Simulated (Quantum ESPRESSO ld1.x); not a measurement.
The numbers below are computed, except where a source is named.
All-electron atom: As in [Ar] 3d7.5 4s2 4p5.5 (fractional occupations, a model configuration). Level of theory: scalar-relativistic Kohn-Sham, LDA (Slater exchange, Perdew-Wang correlation), spin-polarised, spherical densities, point nucleus; open shells are filled with parallel spins first (ld1.x of Quantum ESPRESSO 7.5).

Unscreened Slater integrals over Kohn-Sham orbitals (cm^-1). They are taken over the spin-up orbitals.

F0(4p,4p): 95383
F2(4p,4p): 48978
F0(4p,4s): 104270
G1(4p,4s): 68051
F0(4p,3d): 125890
F2(4p,3d): 25495
G1(4p,3d): 8282.2
G3(4p,3d): 7692.4
F0(4s,4s): 116270
F0(4s,3d): 149050
G2(4s,3d): 12577
F0(3d,3d): 326390
F2(3d,3d): 157240
F4(3d,3d): 99128

Derived for the open shells (J is the average intra-shell exchange parameter used in DFT+U). 3d: Racah B = F2/49 - 5 F4/441 = 2085 cm^-1, C = 35 F4/441 = 7867 cm^-1, C/B = 3.77, F4/F2 = 0.630, J = (F2 + F4)/14 = 18310 cm^-1. 4p: J = F2/5 = 9796 cm^-1.
